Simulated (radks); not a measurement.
Spherical quantum dot in the effective-mass picture: electrons in a parabolic well V = omega^2 r^2 / 2 with omega = 0.308, with a point charge +2 (a donor) at the centre, all in effective atomic units (hartree* = m*/eps^2 hartree, bohr* = eps/m* bohr), one dielectric constant everywhere. Calculated with a radial shooting solver with Libxc functionals: non-relativistic Kohn-Sham, r2SCAN, spin-polarised, spherical densities, generalised Kohn-Sham scheme. Levels are named by radial order and angular momentum (1s, 1p, 1d, 2s, ...), and open shells are averaged over m. Results are scaled to m* = 0.479 and eps = 12.2, for which hartree* = 87.57 meV and bohr* = 1.348 nm.

N = 13, configuration 1s2 1p6 1d(up 3, down 0) 2s2. This is the lowest configuration that the search found. Occupied and some empty levels:

level    occupation  eigenvalue (meV)  <r> (nm)
1s down           1            228.13     1.344
1s up             1            228.50     1.344
2s up             1            276.79     5.047
2s down           1            280.11     4.920
1p up             3            280.46     5.053
1p down           3            283.52     4.888
1d up             3            295.63     5.734
1d down           0            299.91     5.669
1f up             0            312.75     6.230
1f down           0            317.73     6.194
2p up             0            318.02     5.234
2p down           0            320.35     5.245
1g up             0            331.79     6.660
1g down           0            337.45     6.614

Energy (meV): total 1727.18, kinetic 496.50, external -420.46, Hartree 1974.4, exchange-correlation -323.25.

Electron density:

r (nm)  n(r) (e/nm^3)
0.705          0.2172
1.46          0.03474
2.22          0.01149
2.97          0.01008
3.73          0.01073
4.49          0.01024
5.24         0.008289
6.00         0.005536
6.76         0.002998
7.51         0.001293
8.27        0.0004399
9.02        0.0001179
9.78       0.00002510
